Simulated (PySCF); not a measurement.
Electron correlation in N⁺ (nitrogen, charge +1)

[He] 2s1 2p2 3d1, one real determinant (an excited configuration). All numbers are calculated (PySCF 2.14, the non-relativistic Hamiltonian (point nucleus), in aug-cc-pwCVDZ (5s4p2d, 27 functions)). Frozen: nothing; 6 electrons correlated.

| level | correlation energy (mhartree) |
| --- | --- |
| CCSD | -55.20 |
| (T) | -3.48 |
| CCSD(T) | -58.68 |

Diagnostics: T1 = 0.0083, D1 = 0.0261, largest double amplitude 0.369.

The real determinant used has ⟨L²⟩ near 8 against 12 for a pure F term, so it mixes terms. The outer electron is Rydberg-like, and this basis confines it to a smaller radius and binds it less than a complete one would. A double-excitation amplitude exceeds 0.15, a sign of near-degeneracy.

Cost of the coupled-cluster step: roughly 0.5 core-seconds, for 6 correlated electrons.

The reference is one real determinant that mixes LS terms of this configuration.
